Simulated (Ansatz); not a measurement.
## Relative stability

Two relaxed structures of B2H3ClO, closed shell (PBE0-D4/def2-TZVP; forces vanish, vibrations not checked).

A:

O1  (0.315, -0.596, 0.092)
B2  (-0.439, 0.422, -0.465)
B3  (-0.843, -0.383, 0.820)
Cl4  (3.042, -2.359, -0.149)
H5  (1.962, -1.660, -0.053)
H6  (-0.214, 1.078, -1.424)
H7  (-1.224, -0.939, 1.793)
(Å)

B:

| atom | x (Å) | y (Å) | z (Å) |
| --- | --- | --- | --- |
| O1 | -0.0231 | 1.2673 | -0.0278 |
| B2 | 0.3895 | -0.0011 | 0.1358 |
| B3 | -0.5731 | -1.3636 | 0.2564 |
| Cl4 | 2.1416 | -0.3539 | 0.2459 |
| H5 | 0.6941 | 1.9089 | -0.0742 |
| H6 | -0.8588 | -2.0114 | -0.7082 |
| H7 | -0.9387 | -1.7755 | 1.3187 |

Program: Ansatz 0.2.0. Basis: def2-TZVPP. Cores are frozen in the correlated methods. B3LYP uses VWN-RPA correlation.

Task: Which structure is lower at CCSD(T), and by how much? (To be estimated.)

Result: By the calculation: B, by 32.68 kcal/mol (electronic energy, against the other). By their contacts, A is a complex of B₂H₂O ([BH]1[BH][O]1) + HCl and B is B₂H₃ClO ([BH2][B]([OH])[Cl]).

All methods give the same order:

```tsv
method	E(B) − E(A) (kcal/mol)
PBE-D4	-32.87
r2SCAN-D4	-34.30
PBE0-D4	-34.74
B3LYP-D4	-33.43
wB97M-V	-32.27
HF	-36.62
MP2	-32.45
CCSD	-33.29
CCSD(T)	-32.68
```

No T1 diagnostic of these runs exceeds 0.013.

Labels in which every atom is bracketed show which atoms are joined, not bond orders.

For scale, one of the runs: CCSD(T)/def2-TZVPP, 177 basis functions, launched by `ansatz run in.yaml --threads 2 --pin off --events-out ev --progress --plain --max-ram 4352MiB`. Time: 48 s of wall clock on 2 CPU threads of an Arm Neoverse V1; the host was shared. Peak host memory: 1.6 GiB.
